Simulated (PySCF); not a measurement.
How exact exchange moves a shielding

Molecule: SMILES C=C(Cl)BSC, C$_{3}$H$_{6}$BClS.

Geometry:
```tsv
atom	x (Å)	y (Å)	z (Å)
C1	2.502	-0.191	0.078
C2	1.603	0.787	0.254
Cl3	2.155	2.434	0.464
B4	0.054	0.610	0.253
S5	-0.620	-0.938	0.789
C6	-2.403	-0.766	0.488
H7	3.578	0.002	0.048
H8	2.157	-1.219	-0.056
H9	-0.683	1.497	-0.100
H10	-2.897	-1.641	0.930
H11	-2.787	0.145	0.963
H12	-2.613	-0.741	-0.590
```

GIAO shieldings (ppm, equivalent atoms averaged) in PySCF on the PBE0-D3(BJ)/def2-SVP geometry, basis pcSseg-1, gas phase, non-relativistic:

```tsv
functional	exact exchange (%)	σ(C6)	σ(Cl3)	σ(B4)	σ(S5)
BLYP	0	154.4	618.5	29.9	368.1
BP86	0	159.1	629.6	34.2	385.2
PBE	0	159.5	628.5	33.4	383.8
B3LYP	20	159.4	657.2	32.7	402.1
PBE0	25	165.1	676.1	36.8	426.1
mPW1PW91	25	164.1	675.5	36.9	424.9
HF	100	174.8	785.8	49.0	529.7
```

Question: Fit each shielding as a line in the percentage of exact exchange.

Answer: σ(C6) = 158.1 + 0.17 x (rms 2.1 ppm); σ(Cl3) = 628.3 + 1.60 x (rms 5.7 ppm); σ(B4) = 32.1 + 0.17 x (rms 1.7 ppm); σ(S5) = 380.4 + 1.51 x (rms 7.3 ppm). The functionals also differ in their semilocal parts, which the line can't hold; Hartree–Fock has no correlation at all.

Question: What does the line predict for BHandHLYP (50 %), and what does the run give?

Answer: σ(C6): 166.6 predicted, 165.7 computed; σ(Cl3): 708.3 predicted, 708.6 computed; σ(B4): 40.6 predicted, 37.5 computed; σ(S5): 455.9 predicted, 450.6 computed ppm.
